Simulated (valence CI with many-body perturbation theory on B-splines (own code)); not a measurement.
# E1 line list for Er³⁶⁺

Computed by relativistic CI+MBPT: four valence electrons over a frozen Dirac-Fock core [Ar] 3d10, radial functions for each j: 11 s, 11 p, 9 d, 7 f, 5 g, 2 h, 1 i, with the one-electron correlation potential Σ1, the two-electron term Σ2, the three-electron term Σ3, Breit, model QED; selected CI, second order for the rest (own B-spline code, finite nucleus).

No measured spectrum was set against this ion. As an estimate, large intervals hold to a few tenths of a per cent, small ones and those within an open d or f shell to about a per cent.

Lines 1 to 50 of 241 in falling wavelength, among levels below 379.84 eV, chosen from the strongest by gf and those to the six lowest levels. Wavelengths and rates use the calculated energies. Electric multipoles are in the length gauge, E1 and E2 with the static RPA response of the core. Weak lines are less certain than strong ones. Lines between different terms over intervals too small for the method are left out, as are lines whose strength nearly cancels. Where a level lies close to another of its J and parity, the split of strength between their lines is uncertain. The highest levels of a list are the least certain.

Levels are named by their leading jj configuration (3d3/2^4 stands for four electrons in 3d with j = 3/2), which in mixed levels can hold well under half, so a name can repeat and another be missing. Letters in brackets count levels of one name in rising energy.

```tsv
λ vac (Å)	Upper	Lower	A (s⁻¹)	log gf	Branch %
698.4	(4s 4p1/2^2 4p3/2) J=2	(4s^2 4p3/2^2) J=2	1.47e+06	-3.27	0.0
553.0	(4s 4p1/2^2 4p3/2) J=1	(4s^2 4p3/2^2) J=0	2.39e+06	-3.48	0.0
404.4	(4s 4p1/2^2 4p3/2) J=1	(4s^2 4p3/2^2) J=2	2.56e+07	-2.73	0.0
194.3	(4s 4p1/2 4p3/2 4d3/2) J=3 [a]	(4s^2 4p3/2 4d3/2) J=2	1.88e+09	-1.13	5.3
185.0	(4s 4p1/2 4p3/2 4d3/2) J=4	(4s^2 4p3/2 4d3/2) J=3	4.59e+09	-0.67	69.2
183.2	(4s 4p1/2 4p3/2 4d5/2) J=3 [a]	(4s^2 4p3/2 4d5/2) J=2	1.82e+09	-1.19	0.7
181.4	(4s^2 4p1/2 4d3/2) J=2	(4s^2 4p3/2^2) J=2	4.16e+07	-2.99	2.9
179.0	(4s 4p1/2 4p3/2 4d5/2) J=4 [a]	(4s^2 4p3/2 4d5/2) J=4	1.93e+09	-1.08	69.5
178.0	(4s 4p1/2 4p3/2^2) J=2 [a]	(4s^2 4p3/2^2) J=2	1.45e+09	-1.46	15.5
176.4	(4s 4p1/2^2 4d3/2) J=2	(4s^2 4p1/2 4d3/2) J=1	4.91e+09	-0.94	17.1
175.3	(4s 4p1/2 4p3/2 4d5/2) J=4 [b]	(4s^2 4p3/2 4d5/2) J=3	4.58e+09	-0.72	2.3
171.6	(4s 4p1/2^2 4d5/2) J=3	(4s 4p1/2 4p3/2^2) J=2 [b]	2.68e+09	-1.08	1.7
165.8	(4s^2 4p1/2 4d3/2) J=1	(4s^2 4p3/2^2) J=0	2.36e+08	-2.54	0.0
163.8	(4s 4p1/2 4p3/2 4d3/2) J=2 [b]	(4s^2 4p3/2 4d3/2) J=2	3.42e+09	-1.16	1.8
163.7	(4s 4p1/2^2 4d5/2) J=3	(4s^2 4p1/2 4d5/2) J=3	5.04e+09	-0.85	3.3
163.6	(4s 4p1/2 4p3/2 4d3/2) J=3 [c]	(4s^2 4p3/2 4d3/2) J=3	5.41e+09	-0.82	1.1
161.2	(4s 4p1/2 4p3/2^2) J=3	(4s^2 4p3/2^2) J=2	6.96e+09	-0.72	78.0
160.5	(4s 4p1/2 4p3/2 4d5/2) J=5	(4s^2 4p3/2 4d5/2) J=4	9.55e+09	-0.39	100.0
160.2	(4s 4p1/2^2 4p3/2) J=2	(4s^2 4p1/2 4p3/2) J=2	6.53e+09	-0.90	42.7
160.1	(4p1/2^2 4p3/2^2) J=2	(4s^2 4p1/2 4d5/2) J=2	3.44e+09	-1.18	2.1
160.0	(4s 4p1/2^2 4d5/2) J=3	(4s^2 4p1/2 4d5/2) J=2	3.98e+09	-0.97	2.6
159.3	(4s 4p1/2 4p3/2 4d3/2) J=3 [b]	(4s^2 4p3/2 4d3/2) J=2	4.03e+09	-0.97	1.8
154.6	(4s 4p1/2 4p3/2 4d3/2) J=2 [c]	(4s^2 4p3/2 4d3/2) J=1	4.09e+09	-1.14	0.6
152.8	(4s 4p1/2^2 4p3/2) J=2	(4s^2 4p1/2 4p3/2) J=1	8.76e+09	-0.81	57.3
152.6	(4p1/2 4p3/2^3) J=2	(4s^2 4p3/2 4d5/2) J=1 [b]	3.41e+09	-1.23	0.5
149.9	(4s 4p1/2^2 4d3/2) J=1	(4s^2 4p1/2 4d3/2) J=2	1.32e+10	-0.87	36.5
149.3	(4s^2 4p1/2 4d3/2) J=1	(4s^2 4p3/2^2) J=2	2.63e+09	-1.58	0.3
148.3	(4s 4p1/2 4p3/2 4d3/2) J=1 [c]	(4s^2 4p3/2 4d3/2) J=1	6.16e+09	-1.22	1.5
147.9	(4s 4p1/2 4p3/2^2) J=1 [a]	(4s^2 4p3/2^2) J=0	8.49e+09	-1.08	2.8
145.9	(4s 4p1/2^2 4d3/2) J=2	(4s^2 4p1/2 4d3/2) J=2	9.61e+09	-0.81	33.5
143.8	(4s 4p1/2 4p3/2 4d3/2) J=1 [c]	(4s 4p3/2^3) J=2	7.24e+09	-1.17	1.7
142.5	(4s 4p1/2^2 4d5/2) J=2	(4s 4p1/2 4p3/2^2) J=1 [b]	6.02e+09	-1.04	1.7
142.5	(4s 4p1/2^2 4d5/2) J=2	(4s 4p1/2 4p3/2^2) J=2 [b]	9.75e+09	-0.83	2.7
140.8	(4s 4p1/2 4p3/2 4d3/2) J=2 [d]	(4s^2 4p3/2 4d3/2) J=3	6.77e+09	-1.00	1.1
140.6	(4s^2 4p1/2 4f7/2) J=4	(4s^2 4p3/2 4d5/2) J=3	4.15e+09	-0.96	1.1
140.2	(4s 4p1/2 4p3/2^2) J=1 [b]	(4s^2 4p3/2^2) J=0	3.35e+09	-1.53	0.5
139.6	(4s 4p1/2 4p3/2 4d5/2) J=2 [d]	(4s^2 4p3/2 4d5/2) J=1 [a]	7.12e+09	-0.98	1.3
138.4	(4p1/2^2 4p3/2^2) J=0	(4s 4p1/2 4p3/2^2) J=1 [a]	5.26e+10	-0.82	17.9
138.4	(4s 4p1/2 4p3/2 4d5/2) J=3 [a]	(4s 4p3/2^3) J=2	4.02e+09	-1.09	1.5
137.3	(4s 4p1/2^2 4p3/2) J=1	(4s^2 4p1/2 4p3/2) J=2	2.27e+10	-0.72	11.8
136.9	(4s 4p1/2^2 4d5/2) J=2	(4s^2 4p1/2 4d5/2) J=3	1.94e+10	-0.57	5.3
136.9	(4p1/2 4p3/2^3) J=2	(4s^2 4p3/2 4d5/2) J=2	1.10e+10	-0.81	1.5
136.7	(4s 4p1/2 4p3/2 4d5/2) J=3 [c]	(4s^2 4p3/2 4d5/2) J=4	1.20e+10	-0.63	3.6
136.3	(4s 4p1/2 4p3/2 4d5/2) J=2 [b]	(4s 4p3/2^3) J=2	1.20e+10	-0.78	3.7
136.2	(4s 4p1/2 4p3/2 4d5/2) J=4 [c]	(4s^2 4p3/2 4d5/2) J=4	1.08e+10	-0.57	13.6
135.7	(4s^2 4p1/2 4d5/2) J=2	(4s^2 4p3/2^2) J=2	3.84e+09	-1.28	1.4
134.9	(4p1/2^2 4p3/2^2) J=2	(4s 4p1/2 4p3/2^2) J=3	3.02e+10	-0.38	18.5
134.7	(4s 4p1/2 4p3/2^2) J=1 [a]	(4s^2 4p3/2^2) J=2	1.76e+09	-1.84	0.6
134.3	(4s^2 4p1/2 4f7/2) J=3	(4s^2 4p3/2 4d5/2) J=3	5.62e+09	-0.97	0.7
133.1	(4s^2 4p1/2 4d5/2) J=3	(4s^2 4p3/2^2) J=2	3.19e+09	-1.23	1.4
```

Question: How does gf follow from A for the line at 136.3 Å?

Answer: gf = 1.4992 × (2J+1)_upper × A / σ², with σ = 733639 cm⁻¹ and 2J+1 = 5: gf = 0.167.
